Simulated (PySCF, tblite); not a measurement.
Isomers of C4H8BFO2. Calculated harmonic vibrations of the isolated species, GFN2-xTB (tblite), most abundant isotopes, no scaling. Errors from tens to a few hundred cm⁻¹ against measured bands are possible. Modes of hydrogen on boron can be 10 to 20 % off. One conformer each.

Electronic energies: PBE0-D3(BJ)/def2-SVP at its own geometries (PySCF, gas phase).

```
                SMILES  electronic energy, lowest = 0 (kJ/mol)
         COB(/C=C/F)OC                                   111.9
OB(O)[C@@H]1CC[C@@H]1F                                     0.0
   CC[C@@H]1OBO[C@H]1F                                     9.5
```

Question: How do GFN2-xTB zero-point energies change the relative energies?

Answer: 
```
                SMILES  ZPE (kJ/mol)  of it from modes above 1550 cm⁻¹  electronic (kJ/mol)  with ZPE, lowest = 0 (kJ/mol)  lowest mode (cm⁻¹)  rings
OB(O)[C@@H]1CC[C@@H]1F         326.8                             150.9                  0.0                            0.0                  22      1
   CC[C@@H]1OBO[C@H]1F         325.4                             141.7                  9.5                            8.2                  74      1
         COB(/C=C/F)OC         315.2                             153.4                111.9                          100.3                 16i      0
```

The zero-point energies span 11.6 kJ/mol, from `COB(/C=C/F)OC` to `OB(O)[C@@H]1CC[C@@H]1F`. Slightly imaginary modes are left out of the zero-point energy: `COB(/C=C/F)OC` 16.4i cm⁻¹. The order is unchanged.

Question: And how do the electronic energies of GFN2-xTB itself compare?

Answer: `OB(O)[C@@H]1CC[C@@H]1F` 76.1; `CC[C@@H]1OBO[C@H]1F` 0.0; `COB(/C=C/F)OC` 176.9 kJ/mol, lowest = 0. Against the energies above, taken from the same isomer `OB(O)[C@@H]1CC[C@@H]1F`, the largest difference is 85.6 kJ/mol. The two levels were optimised apart and needn't hold the same conformer.
